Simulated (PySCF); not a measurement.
**Successive ionisation energies of hafnium**

Calculated with PySCF 2.14, two-component X2C-1e (Gaussian nucleus, no Breit or QED terms), each ion in its own even-tempered basis; GMP2 freezes the deep shells of the larger ions and drops the highest virtual spinors; eV.

```
    ion      configuration  GHF (spin-free)  GHF (screened spin-orbit)  GMP2 (screened spin-orbit)          NIST            kind
Hf(40+)  [Ar] 3d10 4s2 4p2           1904.1                     1956.8                      1958.4      1963 ± 4     theoretical
Hf(41+)  [Ar] 3d10 4s2 4p1           1955.7                     2015.5                      2016.2      2022 ± 4     theoretical
Hf(42+)      [Ar] 3d10 4s2           2146.1                     2145.8                      2148.6      2159 ± 4     theoretical
Hf(43+)      [Ar] 3d10 4s1           2204.4                     2204.1                      2205.4  2218.9 ± 1.1  semi-empirical
Hf(44+)          [Ar] 3d10           3766.5                     3742.3                      3743.7      3741 ± 4     theoretical
Hf(45+)           [Ar] 3d9           3881.9                     3859.9                      3861.3      3858 ± 4     theoretical
Hf(46+)           [Ar] 3d8           4007.2                     3985.5                      3986.6      3984 ± 4     theoretical
Hf(47+)           [Ar] 3d7           4133.6                     4119.5                      4119.7      4118 ± 4     theoretical
Hf(48+)           [Ar] 3d6           4253.6                     4247.9                      4247.7      4246 ± 4     theoretical
Hf(49+)           [Ar] 3d5           4421.7                     4374.2                      4374.0      4372 ± 4     theoretical
Hf(50+)           [Ar] 3d4           4545.3                     4574.6                      4575.5      4573 ± 4     theoretical
Hf(51+)           [Ar] 3d3           4679.1                     4705.6                      4706.3      4703 ± 4     theoretical
```

(1) Where is the largest relative jump?

Answers

(1) From Hf(43+) to Hf(44+): 2205.4 to 3743.7 eV, where the electron removed from [Ar] 3d10 comes from a deeper shell or subshell.
